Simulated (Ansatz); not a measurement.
Pulling on the Be1–H2 bond in BeH2Se (SMILES [BeH][SeH]) (multiplicity 1 held, fragments rigid). Energies count from the point at 1.326 Å.
Geometry at that point (charge 0, multiplicity 1):
```xyz
4

Be    -0.68974    -0.76067    -1.41804
H     -1.20927    -1.34114    -2.49064
Se     0.09182     0.16025     0.22401
H      0.84647    -1.06482     0.54660
```

R- and RO- levels are restricted; in cc, def2 and unpolarised 6-31G sets they are followed outwards from rest. Active spaces are followed from a long bond inwards. Curves can end on different states.

Correlated levels freeze the cores. Filled d and f shells under p-block atoms count as core.

Run with Ansatz (a first-principles code) with Gaussian orbitals. Each number belongs to the level named beside it.

Energies in kcal/mol.

```json
[
 {"R (Å)": "1.061", "R-HF/aug-cc-pVDZ": "20.4", "SC-NEVPT2 on CASSCF(2,2)/aug-cc-pVDZ": "21.0", "FIC-MRCISD on CASSCF(2,2)/aug-cc-pVDZ": "20.4", "FIC-MRCISD+Q on CASSCF(2,2)/aug-cc-pVDZ": "20.3"},
 {"R (Å)": "1.193", "R-HF/aug-cc-pVDZ": "4.3", "SC-NEVPT2 on CASSCF(2,2)/aug-cc-pVDZ": "4.8", "FIC-MRCISD on CASSCF(2,2)/aug-cc-pVDZ": "4.5", "FIC-MRCISD+Q on CASSCF(2,2)/aug-cc-pVDZ": "4.4"},
 {"R (Å)": "1.326", "R-HF/aug-cc-pVDZ": "0.0", "SC-NEVPT2 on CASSCF(2,2)/aug-cc-pVDZ": "0.0", "FIC-MRCISD on CASSCF(2,2)/aug-cc-pVDZ": "0.0", "FIC-MRCISD+Q on CASSCF(2,2)/aug-cc-pVDZ": "0.0"},
 {"R (Å)": "1.458", "R-HF/aug-cc-pVDZ": "2.6", "SC-NEVPT2 on CASSCF(2,2)/aug-cc-pVDZ": "1.8", "FIC-MRCISD on CASSCF(2,2)/aug-cc-pVDZ": "2.1", "FIC-MRCISD+Q on CASSCF(2,2)/aug-cc-pVDZ": "2.2"},
 {"R (Å)": "1.591", "R-HF/aug-cc-pVDZ": "9.2", "SC-NEVPT2 on CASSCF(2,2)/aug-cc-pVDZ": "7.3", "FIC-MRCISD on CASSCF(2,2)/aug-cc-pVDZ": "8.0", "FIC-MRCISD+Q on CASSCF(2,2)/aug-cc-pVDZ": "8.2"},
 {"R (Å)": "1.790", "R-HF/aug-cc-pVDZ": "22.7", "SC-NEVPT2 on CASSCF(2,2)/aug-cc-pVDZ": "18.9", "FIC-MRCISD on CASSCF(2,2)/aug-cc-pVDZ": "20.1", "FIC-MRCISD+Q on CASSCF(2,2)/aug-cc-pVDZ": "20.4"},
 {"R (Å)": "1.988", "R-HF/aug-cc-pVDZ": "37.9", "SC-NEVPT2 on CASSCF(2,2)/aug-cc-pVDZ": "31.7", "FIC-MRCISD on CASSCF(2,2)/aug-cc-pVDZ": "33.3", "FIC-MRCISD+Q on CASSCF(2,2)/aug-cc-pVDZ": "33.7"},
 {"R (Å)": "2.320", "R-HF/aug-cc-pVDZ": "62.8", "SC-NEVPT2 on CASSCF(2,2)/aug-cc-pVDZ": "51.3", "FIC-MRCISD on CASSCF(2,2)/aug-cc-pVDZ": "53.4", "FIC-MRCISD+Q on CASSCF(2,2)/aug-cc-pVDZ": "54.0"},
 {"R (Å)": "2.651", "R-HF/aug-cc-pVDZ": "84.9", "SC-NEVPT2 on CASSCF(2,2)/aug-cc-pVDZ": "66.3", "FIC-MRCISD on CASSCF(2,2)/aug-cc-pVDZ": "68.8", "FIC-MRCISD+Q on CASSCF(2,2)/aug-cc-pVDZ": "69.6"},
 {"R (Å)": "3.049", "R-HF/aug-cc-pVDZ": "107.1", "SC-NEVPT2 on CASSCF(2,2)/aug-cc-pVDZ": "…", "FIC-MRCISD on CASSCF(2,2)/aug-cc-pVDZ": "80.7", "FIC-MRCISD+Q on CASSCF(2,2)/aug-cc-pVDZ": "81.6"},
 {"R (Å)": "3.579", "R-HF/aug-cc-pVDZ": "129.9", "SC-NEVPT2 on CASSCF(2,2)/aug-cc-pVDZ": "…", "FIC-MRCISD on CASSCF(2,2)/aug-cc-pVDZ": "87.9", "FIC-MRCISD+Q on CASSCF(2,2)/aug-cc-pVDZ": "89.0"},
 {"R (Å)": "4.242", "R-HF/aug-cc-pVDZ": "149.9", "SC-NEVPT2 on CASSCF(2,2)/aug-cc-pVDZ": "…", "FIC-MRCISD on CASSCF(2,2)/aug-cc-pVDZ": "90.5", "FIC-MRCISD+Q on CASSCF(2,2)/aug-cc-pVDZ": "91.7"}
]
```

Task: Some entries are withheld; supply them.

Result: 
- 3.579, SC-NEVPT2 on CASSCF(2,2)/aug-cc-pVDZ: 84.8
- 4.242, SC-NEVPT2 on CASSCF(2,2)/aug-cc-pVDZ: 87.3
- 3.049, SC-NEVPT2 on CASSCF(2,2)/aug-cc-pVDZ: 77.8

Doubts at one or more of the structures used: a restricted determinant that unrestricted orbitals would lower (R-HF/aug-cc-pVDZ).
